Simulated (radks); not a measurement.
Question: These are the eigenvalues of the occupied orbitals of an atom or ion with whole-number occupations (hartree). Calculated with a radial shooting solver on a logarithmic mesh with Libxc functionals: scalar-relativistic Kohn-Sham, r2SCAN, spin-polarised, spherical densities, finite nucleus; meta-GGA in the generalised Kohn-Sham scheme; Fermi nuclear charge, rms radius of each element as measured or else 0.836 A^(1/3) + 0.57 fm.

orbital  eigenvalue
1s down   -934.8189
1s up     -934.8184
2s up     -140.0100
2s down   -139.9741
2p up     -125.6983
2p down   -125.6718
3s up     -27.62364
3s down   -27.61518
3p up     -22.88819
3p down   -22.87574
3d up     -15.44501
3d down   -15.41804
4s up      -5.71578
4s down    -5.59041
4p up      -4.31805
4p down    -4.18819
4d up      -2.26621
4d down    -2.13781

Which element is it, and in what charge state? The configuration may be excited. Open shells, if any, are filled with parallel spins first.

Answer: Z = 47, silver, charge +4: Ag4+ in [Kr] 4d7. The list shows which subshells hold electrons but not how many an open one holds; the 1s level, -934.82 hartree, gives Z - s = 43.2 by -(Z - s)^2/2, which with screening and relativity narrows Z to a few neighbours, and the depths of the outer levels then fix element, charge and occupations together.
